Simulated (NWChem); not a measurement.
System: CH$_{4}$GeO, singlet; SMILES [GeH][O]C

Here is an NWChem input.

```
start job
memory heap 200 mb stack 700 mb global 900 mb
geometry units angstroms noautosym nocenter noautoz
  Ge    -0.039931    -0.814947     0.000000
  H     -1.613786    -0.423627     0.000000
  O      0.537890     0.866768     0.000000
  C     -0.199695     2.053722     0.000000
  H      0.052519     2.656627     0.889255
  H      0.052519     2.656627    -0.889255
  H     -1.290497     1.870184     0.000000
end
basis spherical
  * library pcsseg-1
end
dft
  xc slater vwn_5
  iterations 150
end
property
  shielding 6 1 2 3 4 5 7
end
task dft property
```

Low-valent species are run as closed-shell singlets; no triplet was tried in these runs. All runs use the structure optimised with PBE0/def2-SVP.

GIAO values for the isolated, static molecule; σ is the absolute isotropic shielding, δ = σ(reference) − σ with the isolated reference molecule computed at the same levels (13C: tetramethylsilane, 1H: tetramethylsilane, 17O: water).

Atoms are numbered as in the input.

Task: Give the results of this calculation. (LDA (Slater exchange, VWN5)/pcSseg-1, GIAO.) Quantities: σ Ge1 (ppm); δ H2 (ppm); δ O3 (ppm); δ C4 (ppm); δ H5 (rotor mean) (ppm).

Result: 
| Quantity | Value |
|---|---|
| σ Ge1 (ppm) | 259.8 |
| δ H2 (ppm) | 9.46 |
| δ O3 (ppm) | 379.1 |
| δ C4 (ppm) | 80.3 |
| δ H5 (rotor mean) (ppm) | 5.11 |
